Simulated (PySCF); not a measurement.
CH₅FO₂Si₂, SMILES O(C=O)[Si@H]([SiH3])F.

The structure is a stationary point at B3LYP-D3(BJ)/def2-SVP. The structure was generated by enumeration; whether it is a known compound was not checked. The values are those of a single conformer.

These are TDA-B3LYP/def2-SVPD (PySCF) values and carry that method's errors.

Vertical excitations. The molecule is in vacuum.

Q: List the lowest excited states. (Estimate from the structure and the level; the computed values follow.)

A: 
```json
[
 {"state": "S1", "energy (eV)": "5.61", "λ (nm)": "221", "f": "0.003", "main pairs": "HOMO−1→LUMO 47 %, HOMO→LUMO 41 %"},
 {"state": "S2", "energy (eV)": "6.25", "λ (nm)": "198", "f": "0.008", "main pairs": "HOMO→LUMO 56 %, HOMO−1→LUMO 40 %"},
 {"state": "S3", "energy (eV)": "6.89", "λ (nm)": "180", "f": "0.005", "main pairs": "HOMO→LUMO+1 93 %"},
 {"state": "S4", "energy (eV)": "7.15", "λ (nm)": "173", "f": "0.005", "main pairs": "HOMO−1→LUMO+1 85 %"},
 {"state": "S5", "energy (eV)": "7.30", "λ (nm)": "170", "f": "0.042", "main pairs": "HOMO→LUMO+2 80 %, HOMO−2→LUMO 12 %"},
 {"state": "S6", "energy (eV)": "7.49", "λ (nm)": "165", "f": "0.019", "main pairs": "HOMO−1→LUMO+2 71 %, HOMO−2→LUMO 14 %"},
 {"state": "S7", "energy (eV)": "7.67", "λ (nm)": "162", "f": "0.006", "main pairs": "HOMO−3→LUMO 88 %"},
 {"state": "S8", "energy (eV)": "7.77", "λ (nm)": "160", "f": "0.005", "main pairs": "HOMO→LUMO+4 42 %, HOMO→LUMO+3 34 %, HOMO−2→LUMO 9 %, HOMO−4→LUMO 7 %"},
 {"state": "S9", "energy (eV)": "7.84", "λ (nm)": "158", "f": "0.048", "main pairs": "HOMO−4→LUMO 47 %, HOMO→LUMO+3 41 %, HOMO−2→LUMO 7 %"},
 {"state": "S10", "energy (eV)": "7.95", "λ (nm)": "156", "f": "0.092", "main pairs": "HOMO−2→LUMO 26 %, HOMO−1→LUMO+3 15 %, HOMO−1→LUMO+2 14 %, HOMO−4→LUMO 11 %"},
 {"state": "T1", "energy (eV)": "5.08", "λ (nm)": "244", "f": "0", "main pairs": "HOMO−1→LUMO 45 %, HOMO→LUMO 37 %, HOMO−1→LUMO+1 10 %"},
 {"state": "T2", "energy (eV)": "5.77", "λ (nm)": "215", "f": "0", "main pairs": "HOMO→LUMO 46 %, HOMO−1→LUMO 28 %, HOMO→LUMO+1 23 %"},
 {"state": "T3", "energy (eV)": "5.99", "λ (nm)": "207", "f": "0", "main pairs": "HOMO−2→LUMO 69 %, HOMO−2→LUMO+1 16 %"},
 {"state": "T4", "energy (eV)": "6.38", "λ (nm)": "194", "f": "0", "main pairs": "HOMO→LUMO+2 80 %"}
]
```
Triplets are in the Tamm–Dancoff approximation.
